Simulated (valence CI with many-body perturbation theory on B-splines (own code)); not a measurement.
**Ni5+: what the settings do**

Level of theory: configuration interaction combined with many-body perturbation theory (CI+MBPT): five valence electrons over a frozen Dirac-Fock core [Ar], radial functions for each j: 6 s, 6 p, 5 d, 5 f, 1 g, with the one-electron correlation potential Σ1, the two-electron term Σ2, the three-electron term Σ3, Breit, model QED; selected CI, second order for the rest, scaled by the run's own slope (own B-spline code, finite nucleus).

Against 12 measured levels this calculation errs by 623 cm⁻¹ on average and by 1837 at most. These come from a selection out of Corliss and Sugar, J. Phys. Chem. Ref. Data 10, 197 (1981). Levels without a partner in it may be off by more, other configurations by 1,000 to 8,000 cm⁻¹. Among the levels kept, up to 470 cm⁻¹ of a level comes from second order outside the variational space, and about a tenth of that is noise between levels of different J, which matters for small intervals. Only levels of the ground parity were solved; by the run's estimate the other parity begins above the list, which can be wrong where configurations are misplaced.

The reference run has the lowest level 3d⁵ ⁶S_5/2 and an ionisation energy of 106.140 eV. Its largest variational space holds 10287 state functions.

Changed runs:
A. factor on the speed of light 1 → 100; QED terms on → off
B. correlating orbitals by l 3 3 3 3 1 → 4 4 0 0 0; Davidson tolerance 2e-05 → 0.001
C. size limit of the variational space 10000 → 6000; highest l with Σ1, explicit Σ2 and valence Breit (higher l get mean screening factors) 3 → 1
D. correlating orbitals by l 3 3 3 3 1 → 2 2 1 1 0; natural orbitals for correlation on → off (bad on purpose)

Excitation energies of the reference run in cm⁻¹, and shifts in cm⁻¹:

```csv
Level,Reference,A,B,C,D
3d⁵ ⁴G_11/2,41112,+322,+2266,-447,+2310
3d⁵ ⁴G_5/2,41170,+244,+2298,-629,+2343
3d⁵ ⁴G_7/2,41200,+213,+2291,-593,+2335
3d⁵ ⁴G_9/2,41204,+226,+2269,-553,+2313
3d⁵ ⁴P_5/2,46343,+661,+3628,-783,+4006
3d⁵ ⁴P_3/2,46580,+437,+3626,-881,+4010
3d⁵ ⁴P_1/2,46825,+194,+3666,-932,+4074
3d⁵ ⁴D_7/2,50226,+210,+3191,-870,+3303
3d⁵ ⁴D_1/2,50560,-105,+3194,-1055,+3318
3d⁵ ⁴D_5/2,50715,-279,+3269,-1013,+3425
3d⁵ ⁴D_3/2,50722,-270,+3238,-1078,+3388
3d⁵ ²I_11/2,59372,+517,+2967,-638,+2999
Ionisation energy (eV),106.140,+0.679,+0.657,-2.061,+0.445
```
